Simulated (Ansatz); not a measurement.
Geometry optimisation of GeH$_{6}$O$_{3}$Si, SMILES `O[SiH](O)[O][GeH3]`.

```yaml
crystal:
  periodic: [false, false, false]
  atoms:
    - {symbol: O, position_ang: [-1.813730, -0.471650, 1.017214]}
    - {symbol: Si, position_ang: [-0.153800, -0.623361, 0.998384]}
    - {symbol: O, position_ang: [0.249947, -2.231749, 1.201837]}
    - {symbol: O, position_ang: [0.543544, -0.163608, -0.449360]}
    - {symbol: Ge, position_ang: [0.546465, 1.412937, -1.325809]}
    - {symbol: H, position_ang: [-2.282800, -1.168921, 0.525039]}
    - {symbol: H, position_ang: [0.311987, 0.254281, 2.112209]}
    - {symbol: H, position_ang: [0.994482, -2.512061, 0.641009]}
    - {symbol: H, position_ang: [1.462187, 2.407603, -0.562841]}
    - {symbol: H, position_ang: [1.114637, 1.091964, -2.728654]}
    - {symbol: H, position_ang: [-0.907620, 1.947564, -1.408229]}
basis:
  gaussian: {orbitals: def2-TZVP}
hamiltonian: {xc: pbe0, dispersion: d4}
relax: {f_tol: 0.005, max_steps: 150}
```

```sh
$ ansatz run in.yaml --threads 2 --pin off --events-out ev --progress --plain --max-ram 32768MiB --backend cuda --devices 0, --max-vram 18GiB
```

Output, abridged:

```
Functional definition: PBE0
mean field -70625.14637736 eV, -2595.4262579245 hartree, gradient 1.1e-5 eV, S^2 0.000000; 0 other end points of the search recorded, 0 dependent functions left out
relax step   1: F+E_penalty+E_count = -70625.34741730 eV  Δ(F+E_penalty+E_count) = +0.000e0 eV  max|allowed force component| = 8.633e-1 eV/Å  Δτ_max = 0.0000 Å  (29 SCF iters, accepted)
mean field -70625.21308340 eV, -2595.4287093263 hartree, gradient 1.3e-5 eV, S^2 0.000000; 0 other end points of the search recorded, 0 dependent functions left out
relax step   2: F+E_penalty+E_count = -70625.41497471 eV  Δ(F+E_penalty+E_count) = -6.756e-2 eV  max|allowed force component| = 5.797e-1 eV/Å  Δτ_max = 0.0357 Å  (32 SCF iters, accepted)
mean field -70625.23505054 eV, -2595.4295166037 hartree, gradient 1.3e-5 eV, S^2 0.000000; 0 other end points of the search recorded, 0 dependent functions left out
relax step   3: F+E_penalty+E_count = -70625.43768423 eV  Δ(F+E_penalty+E_count) = -2.271e-2 eV  max|allowed force component| = 1.196e-1 eV/Å  Δτ_max = 0.0214 Å  (32 SCF iters, accepted)
mean field -70625.23815764 eV, -2595.4296307876 hartree, gradient 1.2e-5 eV, S^2 0.000000; 0 other end points of the search recorded, 0 dependent functions left out
relax step   4: F+E_penalty+E_count = -70625.44054773 eV  Δ(F+E_penalty+E_count) = -2.863e-3 eV  max|allowed force component| = 1.717e-1 eV/Å  Δτ_max = 0.0662 Å  (30 SCF iters, accepted)
mean field -70625.24052705 eV, -2595.4297178619 hartree, gradient 1.2e-5 eV, S^2 0.000000; 0 other end points of the search recorded, 0 dependent functions left out
relax step   5: F+E_penalty+E_count = -70625.44281429 eV  Δ(F+E_penalty+E_count) = -2.267e-3 eV  max|allowed force component| = 5.365e-2 eV/Å  Δτ_max = 0.0140 Å  (33 SCF iters, accepted)
mean field -70625.24092800 eV, -2595.4297325963 hartree, gradient 1.3e-5 eV, S^2 0.000000; 0 other end points of the search recorded, 0 dependent functions left out
relax step   6: F+E_penalty+E_count = -70625.44322798 eV  Δ(F+E_penalty+E_count) = -4.137e-4 eV  max|allowed force component| = 1.833e-2 eV/Å  Δτ_max = 0.0094 Å  (32 SCF iters, accepted)
mean field -70625.24142091 eV, -2595.4297507104 hartree, gradient 1.2e-5 eV, S^2 0.000000; 0 other end points of the search recorded, 0 dependent functions left out
relax step   7: F+E_penalty+E_count = -70625.44366212 eV  Δ(F+E_penalty+E_count) = -4.341e-4 eV  max|allowed force component| = 2.248e-2 eV/Å  Δτ_max = 0.0170 Å  (32 SCF iters, accepted)
mean field -70625.24139903 eV, -2595.4297499065 hartree, gradient 1.3e-5 eV, S^2 0.000000; 0 other end points of the search recorded, 0 dependent functions left out
relax step   8: F+E_penalty+E_count = -70625.44376638 eV  Δ(F+E_penalty+E_count) = -1.043e-4 eV  max|allowed force component| = 7.344e-2 eV/Å  Δτ_max = 0.0197 Å  (31 SCF iters, accepted)
mean field -70625.24218661 eV, -2595.4297788495 hartree, gradient 1.2e-5 eV, S^2 0.000000; 0 other end points of the search recorded, 0 dependent functions left out
relax step   9: F+E_penalty+E_count = -70625.44440727 eV  Δ(F+E_penalty+E_count) = -6.409e-4 eV  max|allowed force component| = 1.130e-2 eV/Å  Δτ_max = 0.0266 Å  (31 SCF iters, accepted)
mean field -70625.24256013 eV, -2595.4297925758 hartree, gradient 1.2e-5 eV, S^2 0.000000; 0 other end points of the search recorded, 0 dependent functions left out
relax step  10: F+E_penalty+E_count = -70625.44462436 eV  Δ(F+E_penalty+E_count) = -2.171e-4 eV  max|allowed force component| = 5.852e-2 eV/Å  Δτ_max = 0.0394 Å  (32 SCF iters, accepted)
mean field -70625.24280192 eV, -2595.4298014615 hartree, gradient 1.2e-5 eV, S^2 0.000000; 0 other end points of the search recorded, 0 dependent functions left out
relax step  11: F+E_penalty+E_count = -70625.44481110 eV  Δ(F+E_penalty+E_count) = -1.867e-4 eV  max|allowed force component| = 7.522e-2 eV/Å  Δτ_max = 0.0258 Å  (31 SCF iters, accepted)
mean field -70625.24319908 eV, -2595.4298160570 hartree, gradient 1.2e-5 eV, S^2 0.000000; 0 other end points of the search recorded, 0 dependent functions left out
relax step  12: F+E_penalty+E_count = -70625.44519788 eV  Δ(F+E_penalty+E_count) = -3.868e-4 eV  max|allowed force component| = 5.243e-2 eV/Å  Δτ_max = 0.0282 Å  (31 SCF iters, accepted)
mean field -70625.24252507 eV, -2595.4297912875 hartree, gradient 1.4e-5 eV, S^2 0.000000; 0 other end points of the search recorded, 0 dependent functions left out
relax step  13: F+E_penalty+E_count = -70625.44465644 eV  Δ(F+E_penalty+E_count) = +5.414e-4 eV  max|allowed force component| = 1.322e-1 eV/Å  Δτ_max = 0.1572 Å  (31 SCF iters, rejected (line search))
mean field -70625.24394995 eV, -2595.4298436509 hartree, gradient 1.3e-5 eV, S^2 0.000000; 0 other end points of the search recorded, 0 dependent functions left out
relax step  14: F+E_penalty+E_count = -70625.44611698 eV  Δ(F+E_penalty+E_count) = -9.191e-4 eV  max|allowed force component| = 2.277e-2 eV/Å  Δτ_max = 0.0765 Å  (31 SCF iters, accepted)
mean field -70625.24423022 eV, -2595.4298539508 hartree, gradient 1.3e-5 eV, S^2 0.000000; 0 other end points of the search recorded, 0 dependent functions left out
relax step  15: F+E_penalty+E_count = -70625.44651672 eV  Δ(F+E_penalty+E_count) = -3.997e-4 eV  max|allowed force component| = 7.828e-2 eV/Å  Δτ_max = 0.0977 Å  (30 SCF iters, accepted)
mean field -70625.24463677 eV, -2595.4298688909 hartree, gradient 1.2e-5 eV, S^2 0.000000; 0 other end points of the search recorded, 0 dependent functions left out
relax step  16: F+E_penalty+E_count = -70625.44690962 eV  Δ(F+E_penalty+E_count) = -3.929e-4 eV  max|allowed force component| = 5.421e-2 eV/Å  Δτ_max = 0.0132 Å  (32 SCF iters, accepted)
mean field -70625.24516069 eV, -2595.4298881446 hartree, gradient 1.3e-5 eV, S^2 0.000000; 0 other end points of the search recorded, 0 dependent functions left out
relax step  17: F+E_penalty+E_count = -70625.44742310 eV  Δ(F+E_penalty+E_count) = -5.135e-4 eV  max|allowed force component| = 3.529e-2 eV/Å  Δτ_max = 0.0267 Å  (31 SCF iters, accepted)
mean field -70625.24572086 eV, -2595.4299087306 hartree, gradient 1.3e-5 eV, S^2 0.000000; 0 other end points of the search recorded, 0 dependent functions left out
relax step  18: F+E_penalty+E_count = -70625.44805216 eV  Δ(F+E_penalty+E_count) = -6.291e-4 eV  max|allowed force component| = 3.557e-2 eV/Å  Δτ_max = 0.0669 Å  (30 SCF iters, accepted)
mean field -70625.24436122 eV, -2595.4298587649 hartree, gradient 1.5e-5 eV, S^2 0.000000; 0 other end points of the search recorded, 0 dependent functions left out
relax step  19: F+E_penalty+E_count = -70625.44672084 eV  Δ(F+E_penalty+E_count) = +1.331e-3 eV  max|allowed force component| = 1.411e-1 eV/Å  Δτ_max = 0.1557 Å  (30 SCF iters, rejected (line search))
mean field -70625.24621192 eV, -2595.4299267767 hartree, gradient 1.3e-5 eV, S^2 0.000000; 0 other end points of the search recorded, 0 dependent functions left out
relax step  20: F+E_penalty+E_count = -70625.44856285 eV  Δ(F+E_penalty+E_count) = -5.107e-4 eV  max|allowed force component| = 3.438e-2 eV/Å  Δτ_max = 0.0760 Å  (31 SCF iters, accepted)
mean field -70625.24640324 eV, -2595.4299338078 hartree, gradient 1.3e-5 eV, S^2 0.000000; 0 other end points of the search recorded, 0 dependent functions left out
relax step  21: F+E_penalty+E_count = -70625.44879021 eV  Δ(F+E_penalty+E_count) = -2.274e-4 eV  max|allowed force component| = 4.850e-2 eV/Å  Δτ_max = 0.0581 Å  (30 SCF iters, accepted)
mean field -70625.24670524 eV, -2595.4299449060 hartree, gradient 1.3e-5 eV, S^2 0.000000; 0 other end points of the search recorded, 0 dependent functions left out
relax step  22: F+E_penalty+E_count = -70625.44908138 eV  Δ(F+E_penalty+E_count) = -2.912e-4 eV  max|allowed force component| = 3.286e-2 eV/Å  Δτ_max = 0.0277 Å  (31 SCF iters, accepted)
mean field -70625.24705052 eV, -2595.4299575948 hartree, gradient 1.3e-5 eV, S^2 0.000000; 0 other end points of the search recorded, 0 dependent functions left out
relax step  23: F+E_penalty+E_count = -70625.44946290 eV  Δ(F+E_penalty+E_count) = -3.815e-4 eV  max|allowed force component| = 1.820e-2 eV/Å  Δτ_max = 0.0551 Å  (31 SCF iters, accepted)
mean field -70625.24705882 eV, -2595.4299578998 hartree, gradient 1.3e-5 eV, S^2 0.000000; 0 other end points of the search recorded, 0 dependent functions left out
relax step  24: F+E_penalty+E_count = -70625.44957318 eV  Δ(F+E_penalty+E_count) = -1.103e-4 eV  max|allowed force component| = 4.579e-2 eV/Å  Δτ_max = 0.1011 Å  (30 SCF iters, accepted)
mean field -70625.24730481 eV, -2595.4299669397 hartree, gradient 1.3e-5 eV, S^2 0.000000; 0 other end points of the search recorded, 0 dependent functions left out
relax step  25: F+E_penalty+E_count = -70625.44977901 eV  Δ(F+E_penalty+E_count) = -2.058e-4 eV  max|allowed force component| = 1.791e-2 eV/Å  Δτ_max = 0.0190 Å  (33 SCF iters, accepted)
mean field -70625.24734482 eV, -2595.4299684101 hartree, gradient 1.3e-5 eV, S^2 0.000000; 0 other end points of the search recorded, 0 dependent functions left out
relax step  26: F+E_penalty+E_count = -70625.44984648 eV  Δ(F+E_penalty+E_count) = -6.747e-5 eV  max|allowed force component| = 1.220e-2 eV/Å  Δτ_max = 0.0079 Å  (33 SCF iters, accepted)
mean field -70625.24740711 eV, -2595.4299706991 hartree, gradient 1.3e-5 eV, S^2 0.000000; 0 other end points of the search recorded, 0 dependent functions left out
relax step  27: F+E_penalty+E_count = -70625.45001055 eV  Δ(F+E_penalty+E_count) = -1.641e-4 eV  max|allowed force component| = 9.333e-3 eV/Å  Δτ_max = 0.0482 Å  (32 SCF iters, accepted)
mean field -70625.24734672 eV, -2595.4299684798 hartree, gradient 1.2e-5 eV, S^2 0.000000; 0 other end points of the search recorded, 0 dependent functions left out
relax step  28: F+E_penalty+E_count = -70625.45006875 eV  Δ(F+E_penalty+E_count) = -5.820e-5 eV  max|allowed force component| = 1.032e-2 eV/Å  Δτ_max = 0.0478 Å  (31 SCF iters, accepted)
mean field -70625.24731495 eV, -2595.4299673125 hartree, gradient 1.2e-5 eV, S^2 0.000000; 0 other end points of the search recorded, 0 dependent functions left out
relax step  29: F+E_penalty+E_count = -70625.45008555 eV  Δ(F+E_penalty+E_count) = -1.680e-5 eV  max|allowed force component| = 1.046e-2 eV/Å  Δτ_max = 0.0142 Å  (33 SCF iters, accepted)
mean field -70625.24734716 eV, -2595.4299684959 hartree, gradient 1.2e-5 eV, S^2 0.000000; 0 other end points of the search recorded, 0 dependent functions left out
relax step  30: F+E_penalty+E_count = -70625.45010837 eV  Δ(F+E_penalty+E_count) = -2.282e-5 eV  max|allowed force component| = 7.814e-3 eV/Å  Δτ_max = 0.0079 Å  (33 SCF iters, accepted)
mean field -70625.24735209 eV, -2595.4299686775 hartree, gradient 1.2e-5 eV, S^2 0.000000; 0 other end points of the search recorded, 0 dependent functions left out
relax step  31: F+E_penalty+E_count = -70625.45012604 eV  Δ(F+E_penalty+E_count) = -1.767e-5 eV  max|allowed force component| = 3.083e-3 eV/Å  Δτ_max = 0.0083 Å  (33 SCF iters, accepted)
mean field -70625.24732539 eV, -2595.4299676960 hartree, gradient 1.2e-5 eV, S^2 0.000000; 0 other end points of the search recorded, 0 dependent functions left out
relax step  32: F+E_penalty+E_count = -70625.45015415 eV  Δ(F+E_penalty+E_count) = -2.811e-5 eV  max|allowed force component| = 9.552e-3 eV/Å  Δτ_max = 0.0142 Å  (32 SCF iters, accepted)
mean field -70625.24728107 eV, -2595.4299660673 hartree, gradient 1.2e-5 eV, S^2 0.000000; 0 other end points of the search recorded, 0 dependent functions left out
relax step  33: F+E_penalty+E_count = -70625.45017510 eV  Δ(F+E_penalty+E_count) = -2.095e-5 eV  max|allowed force component| = 1.731e-2 eV/Å  Δτ_max = 0.0126 Å  (31 SCF iters, accepted)
mean field -70625.24723940 eV, -2595.4299645362 hartree, gradient 1.2e-5 eV, S^2 0.000000; 0 other end points of the search recorded, 0 dependent functions left out
relax step  34: F+E_penalty+E_count = -70625.45018722 eV  Δ(F+E_penalty+E_count) = -1.212e-5 eV  max|allowed force component| = 1.540e-2 eV/Å  Δτ_max = 0.0083 Å  (33 SCF iters, accepted)
mean field -70625.24722612 eV, -2595.4299640479 hartree, gradient 1.2e-5 eV, S^2 0.000000; 0 other end points of the search recorded, 0 dependent functions left out
relax step  35: F+E_penalty+E_count = -70625.45019179 eV  Δ(F+E_penalty+E_count) = -4.569e-6 eV  max|allowed force component| = 7.728e-3 eV/Å  Δτ_max = 0.0039 Å  (33 SCF iters, accepted)
mean field -70625.24720780 eV, -2595.4299633749 hartree, gradient 1.3e-5 eV, S^2 0.000000; 0 other end points of the search recorded, 0 dependent functions left out
relax step  36: F+E_penalty+E_count = -70625.45019429 eV  Δ(F+E_penalty+E_count) = -2.496e-6 eV  max|allowed force component| = 1.879e-3 eV/Å  Δτ_max = 0.0032 Å  (24 SCF iters, accepted)
mean field -70625.24720780 eV, -2595.4299633749 hartree, gradient 1.5e-5 eV, S^2 0.000000; 1 other end points of the search recorded, 0 dependent functions left out
Total energy: -70625.45022872 eV, -2595.4374242558 hartree
Atom 0 at    -1.603999    -0.246723     1.224924 Å, force     0.000502    -0.000811    -0.000213 eV/Å
Atom 1 at    -0.038561    -0.642269     0.977222 Å, force    -0.000466    -0.000001    -0.001056 eV/Å
Atom 2 at     0.097878    -2.272363     1.036976 Å, force     0.000810     0.001069     0.000315 eV/Å
Atom 3 at     0.531805    -0.157981    -0.467188 Å, force    -0.000442     0.000352     0.001001 eV/Å
Atom 4 at     0.475199     1.385150    -1.351862 Å, force    -0.000485    -0.001342     0.001879 eV/Å
Atom 5 at    -2.268793    -0.820554     0.840344 Å, force     0.000637     0.000643     0.000399 eV/Å
Atom 6 at     0.703740     0.029810     2.061292 Å, force    -0.000675    -0.000834    -0.000539 eV/Å
Atom 7 at     0.762005    -2.665752     0.469440 Å, force    -0.000601     0.000719    -0.000277 eV/Å
Atom 8 at     0.693920     2.535659    -0.356642 Å, force    -0.000169    -0.000434    -0.001016 eV/Å
Atom 9 at     1.609029     1.305055    -2.380716 Å, force     0.000485     0.000406    -0.000508 eV/Å
Atom 10 at    -0.896924     1.492968    -2.032989 Å, force     0.000403     0.000233     0.000013 eV/Å
Dipole moment:     0.074494     0.025771    -0.436081 e Å
```

Run time 57 s (2 threads of an AMD EPYC 7R13 on a shared host and a share of an NVIDIA H100 80 GB); peak host memory 0.88 GiB.
